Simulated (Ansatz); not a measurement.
Correlation energies of `[CH2][N](C)[InH2]` radical by basis set

Z-matrix (Å, degrees):
```
C
N 1 1.445
H 1 1.092 2 108.7
H 1 1.092 2 109.0 3 116.6
H 1 1.094 2 112.3 3 -121.7
In 2 2.378 1 118.5 3 -60.1
C 2 1.262 1 119.8 3 122.7
H 6 1.760 2 93.0 1 171.1
H 6 1.756 2 95.1 1 48.8
H 7 1.087 2 119.0 1 -179.5
H 7 1.094 2 122.0 1 0.6
```

Charge 0, multiplicity 2. Correlated methods include outer-core shells of In, which these sets cover unevenly. In takes the def2 core potential. The structure was optimised at the PBE0-D4/def2-TZVP level. Frozen core, unrestricted reference, the Gaussian-basis code of Ansatz.

```json
{"basis": "def2-SVP", "HF (Eh)": "-323.30530", "MP2 corr.": "-0.52960"}
{"basis": "def2-TZVPP", "HF (Eh)": "-323.46256", "MP2 corr.": "-0.82884"}
{"basis": "def2-QZVPP", "HF (Eh)": "-323.47032", "MP2 corr.": "-1.05183"}
```

(1) Estimate the CCSD correlation energy and the (T) correction in each basis where they were run (hartree).

Results:

(1) 
```csv
basis,CCSD corr.,(T)
def2-SVP,-0.58380,-0.01928
def2-TZVPP,-0.86439,-0.03241
```
